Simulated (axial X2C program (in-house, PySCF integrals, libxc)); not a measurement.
## How the levels of IReI⁺ (d4 s0 p(π)0 orbitals) move with the bond length

Calculated with an axial X2C code built on PySCF integrals: two-component X2C with atomic mean-field Coulomb and Gaunt terms, basis I dyall-v3z, Re dyall-v3z (cores contracted in-house). Orbitals come from Hartree–Fock averaged over the configuration Re d4 s0 p(π)0; CI then distributes these electrons over the d, s, p(π) shells of Re.

At I–Re–I held linear, both bonds 2.570 Å:

```
Ω  energy (cm⁻¹)    g∥  configuration
0              0  0.00        100% d4
1            516  5.49        100% d4
0           1297  0.00        100% d4
1           1900  2.43        100% d4
2           3195  5.97        100% d4
3           4382  9.80        100% d4
2           8770  7.31        100% d4
0           8991  0.00        100% d4
1           9143  3.78        100% d4
0          10717  0.00        100% d4
0          12395  0.00        100% d4
1          12962  1.74        100% d4
3          13126  7.14        100% d4
2          13370  3.33        100% d4
```

g∥ is the magnitude of 2⟨Lz + ge Sz⟩ for the +Ω component. The lowest 14 levels at most are listed.

At I–Re–I held linear, both bonds 2.673 Å:

| Ω | energy (cm⁻¹) | g∥ | configuration |
| --- | --- | --- | --- |
| 0 | 0 | 0.00 | 100% d4 |
| 1 | 615 | 5.34 | 100% d4 |
| 0 | 1477 | 0.00 | 100% d4 |
| 1 | 2041 | 2.57 | 100% d4 |
| 2 | 3282 | 6.00 | 100% d4 |
| 3 | 4502 | 9.80 | 100% d4 |
| 2 | 7608 | 7.49 | 100% d4 |
| 0 | 7796 | 0.00 | 100% d4 |
| 1 | 7900 | 3.83 | 100% d4 |
| 0 | 10712 | 0.00 | 100% d4 |
| 0 | 11767 | 0.00 | 100% d4 |
| 1 | 12745 | 1.04 | 100% d4 |
| 3 | 13283 | 6.90 | 100% d4 |
| 2 | 13409 | 3.43 | 100% d4 |

The lowest level lies 1524 cm⁻¹ above the lowest at the first distance.

Q: How does the gap from the lowest to the fifth level change between the two distances?

A: From 3195 to 3282 cm⁻¹, a factor of 1.03.

Dynamic correlation is missing, so gaps between terms are too wide and other configurations may lie lower; the lowest level listed is that of this model, not necessarily the ground state. For d shells the ligand-field splittings (σ, π, δ) and their order can be off by a thousand cm⁻¹ or more. At most 4 roots were kept for each Ω > 0 (twice that for Ω = 0) within 3.2 eV of the lowest, so higher up levels can be missing between those listed; levels with Ω > 0 are doubly degenerate and listed once, Ω = 0 levels singly. The open spinors mix strongly with ligand orbitals, which this small active space describes poorly. Some active spinors are only partly of the character that their shell is named for, so the shell names and counts are nominal. States that fill the shells left empty in the average are placed too high. The molecule was held linear; bending was not examined.
